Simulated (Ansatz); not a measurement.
Cl3GeHSe (`[Cl][Ge]([Cl])([Cl])[SeH]`). Charge 0, multiplicity 1.

```xyz
6

Cl   -0.0324    1.2417    1.8471
Ge    0.4273    0.1530    0.0735
Cl    1.9190    1.2121   -1.0117
Cl    1.2362   -1.7157    0.7023
Se   -1.4067   -0.0885   -1.3323
H    -2.1433   -0.8026   -0.2788
```

List the harmonic frequencies (cm⁻¹, unscaled) at PBE0-D4/def2-TZVP in Ansatz. (Best estimate.)

Ansatz gave: 84, 99, 142, 151, 154, 158, 294, 421, 444, 450, 672, 2439.

Is this a minimum?

Yes, all 12 modes are real.

Give the ideal-gas thermochemistry at 298.15 K and 1 bar (rigid rotor, harmonic oscillator; point group Cs, symmetry number 1).

Zero-point energy 32.9 kJ/mol; H(298) − E = 57.2 kJ/mol; entropy 398.8 J/(mol·K), of which translation 178.2, rotation 127.7, vibration 93.0; G(298) − E = -61.7 kJ/mol. Modes under 100 cm⁻¹ are hindered rotations or soft bends, so the harmonic entropy is rough.

And at 400, 500, 600, 800 and 1000 K?


| T (K) | H − E (kJ/mol) | S (J/mol/K) | G − E (kJ/mol) |
| --- | --- | --- | --- |
| 400 | 68.6 | 431.9 | -104.1 |
| 500 | 80.4 | 458.0 | -148.7 |
| 600 | 92.4 | 479.9 | -195.6 |
| 800 | 116.9 | 515.2 | -295.2 |
| 1000 | 141.9 | 543.1 | -401.2 |
